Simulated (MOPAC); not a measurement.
A run for MOPAC: PM7 on CH5NSi (SMILES C[Si]N), a point of a torsion scan.

```
PM7 1SCF PRECISE CHARGE=0 THREADS=1
CH5NSi

C      1.17856188 1    -0.15835804 1     0.10686490 1
Si    -0.02072343 1     1.22462899 1     0.69100170 1
N     -1.20631692 1     0.25702817 1     1.46626346 1
H      1.27533670 1    -0.14356582 1    -0.97842466 1
H      2.17696967 1     0.00905573 1     0.50994850 1
H      0.87020482 1    -1.16461684 1     0.39691311 1
H     -1.18508377 1    -0.75235916 1     1.53912639 1
H     -2.02218997 1     0.64399059 1     1.90899306 1
```

It printed:

```
*******************************************************************************
 **                                                                           **
 **                              MOPAC v23.2.5                                **
 **                                                                           **
 *******************************************************************************
 ** MOPAC's Digital Object Identifier: https://doi.org/10.5281/zenodo.6511958 **
 **                                                                           **
 ** Please cite the open-source release paper for use of this MOPAC version:  **
 ** J. E. Moussa and J. J. P. Stewart (2026)                                  **
 ** MOPAC: An open-source semiempirical molecular orbital program             **
 ** J. Open Source Softw., 11(119), 8025, https://doi.org/10.21105/joss.08025 **
 *******************************************************************************

                              PM7 CALCULATION RESULTS

 *******************************************************************************
 *  PM7        - The PM7 Hamiltonian to be used
 *
 *
 *
 *                 CHARGE ON SYSTEM = 0
 *
 *
 *
 *  PRECISE    - TIGHTER CRITERIA TO BE USED
 *  1SCF       - DO 1 SCF AND THEN STOP
 *  THREADS=1  - MULTI-THREADING NOT USED
 *  T=         - A TIME OF 172800.0 SECONDS REQUESTED
 *  DUMP=N     - RESTART FILE WRITTEN EVERY 7200.0 SECONDS REQUESTED
 *******************************************************************************
PM7 1SCF PRECISE CHARGE=0 THREADS=1
 CH5NSi

   ATOM   CHEMICAL          X               Y               Z
  NUMBER   SYMBOL      (ANGSTROMS)     (ANGSTROMS)     (ANGSTROMS)

     1       C          1.17856188  *  -0.15835804  *   0.10686490  *
     2      Si         -0.02072343  *   1.22462899  *   0.69100170  *
     3       N         -1.20631692  *   0.25702817  *   1.46626346  *
     4       H          1.27533670  *  -0.14356582  *  -0.97842466  *
     5       H          2.17696967  *   0.00905573  *   0.50994850  *
     6       H          0.87020482  *  -1.16461684  *   0.39691311  *
     7       H         -1.18508377  *  -0.75235916  *   1.53912639  *
     8       H         -2.02218997  *   0.64399059  *   1.90899306  *



          CARTESIAN COORDINATES

    NO.       ATOM           X           Y           Z

     1         C          1.1786     -0.1584      0.1069
     2        Si         -0.0207      1.2246      0.6910
     3         N         -1.2063      0.2570      1.4663
     4         H          1.2753     -0.1436     -0.9784
     5         H          2.1770      0.0091      0.5099
     6         H          0.8702     -1.1646      0.3969
     7         H         -1.1851     -0.7524      1.5391
     8         H         -2.0222      0.6440      1.9090

 General Reference for PM7:
 "Optimization of Parameters for Semiempirical Methods VI: More Modifications to the
 NDDO Approximations and Re-optimization of Parameters", J. J. P. Stewart, J. Mol. Mod., 1:32, 19 (2013)
 https://link.springer.com/article/10.1007/s00894-012-1667-x

           Empirical Formula: C H5 N Si  =     8 atoms



      MOLECULAR POINT GROUP   :   Cs


      RHF CALCULATION, NO. OF DOUBLY OCCUPIED LEVELS = 9


 -------------------------------------------------------------------------------
 PM7 1SCF PRECISE CHARGE=0 THREADS=1
 CH5NSi



     1SCF WAS SPECIFIED, SO BFGS WAS NOT USED
     SCF FIELD WAS ACHIEVED


                              PM7 CALCULATION
                                                       MOPAC v23.2.5 Linux




          FINAL HEAT OF FORMATION =         30.41525 KCAL/MOL =     127.25739 KJ/MOL


          COSMO AREA              =        105.30 SQUARE ANGSTROMS
          COSMO VOLUME            =         93.42 CUBIC ANGSTROMS

          IONIZATION POTENTIAL    =          9.189843 EV
          HOMO LUMO ENERGIES (EV) =         -9.190  0.034
          NO. OF FILLED LEVELS    =          9
          MOLECULAR WEIGHT        =         59.1427         POINT GROUP:  Cs

          MOLECULAR DIMENSIONS (Angstroms)

            Atom       Atom       Distance
            H     8    H     5     4.47140
            H     6   Si     2     2.23181
            H     4    H     5     1.69730


          SCF CALCULATIONS        =          1





   ATOM   CHEMICAL          X               Y               Z
  NUMBER   SYMBOL      (ANGSTROMS)     (ANGSTROMS)     (ANGSTROMS)

     1       C          1.17856188  *  -0.15835804  *   0.10686490  *
     2      Si         -0.02072343  *   1.22462899  *   0.69100170  *
     3       N         -1.20631692  *   0.25702817  *   1.46626346  *
     4       H          1.27533670  *  -0.14356582  *  -0.97842466  *
     5       H          2.17696967  *   0.00905573  *   0.50994850  *
     6       H          0.87020482  *  -1.16461684  *   0.39691311  *
     7       H         -1.18508377  *  -0.75235916  *   1.53912639  *
     8       H         -2.02218997  *   0.64399059  *   1.90899306  *

                             CARTESIAN COORDINATES

   1    C        1.178561880    -0.158358040     0.106864900
   2   Si       -0.020723430     1.224628990     0.691001700
   3    N       -1.206316920     0.257028170     1.466263460
   4    H        1.275336700    -0.143565820    -0.978424660
   5    H        2.176969670     0.009055730     0.509948500
   6    H        0.870204820    -1.164616840     0.396913110
   7    H       -1.185083770    -0.752359160     1.539126390
   8    H       -2.022189970     0.643990590     1.908993060


           Empirical Formula: C H5 N Si  =     8 atoms



      MOLECULAR POINT GROUP   :   Cs


                  EIGENVALUES
 -36.05235 -24.98493 -17.12314 -15.72008 -13.95020 -13.88073 -11.97267 -10.61171
  -9.18984   0.03369   1.64196   3.54827   5.68282   5.72534   6.22590   6.76706
   7.06725  24.39643  24.56171  24.64997  25.41511  26.20171


              NET ATOMIC CHARGES AND DIPOLE CONTRIBUTIONS

  ATOM NO.   TYPE          CHARGE      No. of ELECS.   s-Pop       p-Pop       d-Pop
    1          C          -0.668938        4.6689     1.04889     3.62005
    2         Si           0.349199        3.6508     1.18952     2.32961     0.13168
    3          N          -0.749255        5.7493     1.53756     4.21169
    4          H           0.170461        0.8295     0.82954
    5          H           0.170510        0.8295     0.82949
    6          H           0.159470        0.8405     0.84053
    7          H           0.286772        0.7132     0.71323
    8          H           0.281781        0.7182     0.71822
 DIPOLE           X         Y         Z       TOTAL
 POINT-CHG.    -0.356     0.471     0.163     0.612
 HYBRID        -0.191    -3.225     0.386     3.253
 SUM           -0.547    -2.754     0.549     2.861


          ATOMIC ORBITAL ELECTRON POPULATIONS

     Atom    s        px        py        pz      x^2-y^2     xz        z^2       yz        xy
    1  C   1.04889   1.22949   1.19299   1.19757
    2 Si   1.18952   0.47817   1.52306   0.32838   0.02656   0.02259   0.02120   0.02171   0.03962
    3  N   1.53756   1.38071   1.20896   1.62201
    4  H   0.82954
    5  H   0.82949
    6  H   0.84053
    7  H   0.71323
    8  H   0.71822

 **********************
 *                    *
 * JOB ENDED NORMALLY *
 *                    *
 **********************




 == MOPAC DONE ==
```

The run finished.

Cost: very roughly 0.03 core-seconds.
